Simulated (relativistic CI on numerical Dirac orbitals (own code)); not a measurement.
**Hg LXXIV: sensitivity of the levels to the model**

Base calculation: Dirac-Coulomb-Breit CI, separate exchange-only KLI orbitals for each configuration, a model potential for QED, unscaled Slater integrals.

CI space (outside the closed core 1s2): 2s2 2p3, 2s 2p4, 2p5, 2p4 3s, 2s2 2p2 3s, 2p4 3p, 2s2 2p2 3p, 2p4 3d, 2s2 2p2 3d, 2s 2p3 3s, 2s 2p3 3p, 2s 2p3 3d, 2s2 2p2 4s, 2s2 2p2 4p, 2s2 2p2 4d, 2s2 2p2 4f. Levels of other configurations are missing.

Variants: (1) one mean potential for all configurations. Shifts of the energy above 2s2 2p3 2P°_3/2, in eV, for the lowest level and the first level of each name with at least 55 % of one term (blank where a level changes its place among those of its configuration and J or its character, or is not in the variant):

| Level | Base | Δ(1) |
| --- | --- | --- |
| 2s2 2p3 2P°_3/2 | 0.0 | 0.0 |
| 2s2 2p3 4S°_3/2 | 2004.7 | +0.1 |
| 2s2 2p3 2D°_5/2 | 2027.8 | +0.1 |
| 2s2 2p3 2P°_1/2 | 2088.4 | +0.1 |
| 2s 2p4 4P_5/2 | 2399.0 | +0.4 |
| 2s 2p4 2S_1/2 | 2518.7 | +0.4 |
| 2s 2p4 4P_3/2 | 4435.5 | +0.4 |
| 2s 2p4 2D_5/2 | 4478.6 | +0.4 |
| 2s 2p4 2P_1/2 | 4554.8 | +0.4 |
| 2s 2p4 2D_3/2 | 4561.9 | +0.4 |
| 2p5 2P°_3/2 | 4997.9 | +0.8 |
| 2p5 2P°_1/2 | 7036.7 | +0.7 |
| 2s2 2p2 3s 4P_3/2 | 12316.8 | -0.6 |
| 2s2 2p2 3s 2P_1/2 | 12328.4 | -0.5 |

At this charge energies of transitions that change n are usually good to better than 1 %, and those within a shell (Δn = 0) to a few per cent.

Ionisation energy from the two ground configurations alone: base 19676.4 eV. The NIST ASD value (theoretical) is 19680 eV.

LS names give the leading component of a level, which can be under half, so a name can repeat, a term be missing and a line seem to break the LS rules.
